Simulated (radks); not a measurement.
Problem. Species: Cu4+. Configuration: [Ar] 3d7. Calculated with a radial shooting solver on a logarithmic mesh with Libxc functionals: Dirac Kohn-Sham, RPBE, spin-unpolarised, spherical densities, finite nucleus; open shells are shared between the two j in proportion to 2j + 1; Fermi nuclear charge, rms radius 3.8823 fm. Some entries of the table are withheld. Estimate them.

| orbital | occ. | eigenvalue (hartree) | <r^2> (bohr^2) | r(max) (bohr) |
|---|---|---|---|---|
| 1s1/2 | 2 | -327.8341 | 0.003655 | (1) |
| 2s1/2 | 2 | -41.69725 | 0.06517 | (2) |
| 2p1/2 | 2 | -36.84164 | 0.05122 | 0.1564 |
| 2p3/2 | 4 | -36.08903 | 0.05277 | 0.1591 |
| 3s1/2 | 2 | -6.75530 | 0.5621 | 0.6098 |
| 3p1/2 | 2 | (3) | 0.6072 | 0.6088 |
| 3p3/2 | 4 | (4) | 0.6227 | 0.6164 |
| 3d3/2 | 2.8 | -2.61106 | 0.8048 | 0.5763 |
| 3d5/2 | 4.2 | -2.59787 | 0.8120 | 0.5788 |

Solution. 
(1) 1s1/2 r(max) (bohr): 0.03410
(2) 2s1/2 r(max) (bohr): 0.1967
(3) 3p1/2 eigenvalue (hartree): -5.23398
(4) 3p3/2 eigenvalue (hartree): -5.13392
